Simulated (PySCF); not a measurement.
SMILES CN(C)[Si](C)(N)N (C3H13N3Si) (GFN2-xTB optimised geometry):

```
20

C      0.072    -1.445    -2.605
N     -0.524    -1.472    -1.295
C     -1.908    -1.877    -1.340
Si     0.091    -0.497     0.000
C     -0.430     1.332     0.000
N     -0.590    -1.233     1.411
N      1.828    -0.497     0.000
H     -0.425    -0.727    -3.270
H      1.122    -1.173    -2.526
H      0.001    -2.436    -3.067
H     -1.987    -2.883    -1.765
H     -2.310    -1.883    -0.332
H     -2.510    -1.198    -1.958
H     -1.503     1.426     0.130
H      0.049     1.883     0.802
H     -0.169     1.819    -0.935
H     -0.428    -2.218     1.541
H     -0.446    -0.752     2.283
H      2.302    -1.385    -0.032
H      2.310     0.164    -0.586
```

Calculation: PBE0/def2-SVP (PySCF 2.14.0).

### Question
What are the frontier orbital energies and the dipole moment?

### Answer
HOMO-2 -7.36 eV, HOMO-1 -6.82 eV, HOMO -5.85 eV, LUMO 1.50 eV, LUMO+1 2.40 eV; dipole moment 1.09 D.

Meta-Löwdin charges at PBE0/def2-SVP: C1 -0.19, N2 -0.45, C3 -0.19, Si4 1.11, C5 -0.58, N6 -0.70, N7 -0.70, H8 0.07, H9 0.09, H10 0.09, H11 0.09, H12 0.11, H13 0.07, H14 0.12, H15 0.11, H16 0.11, H17 0.21, H18 0.21, H19 0.21, H20 0.21.
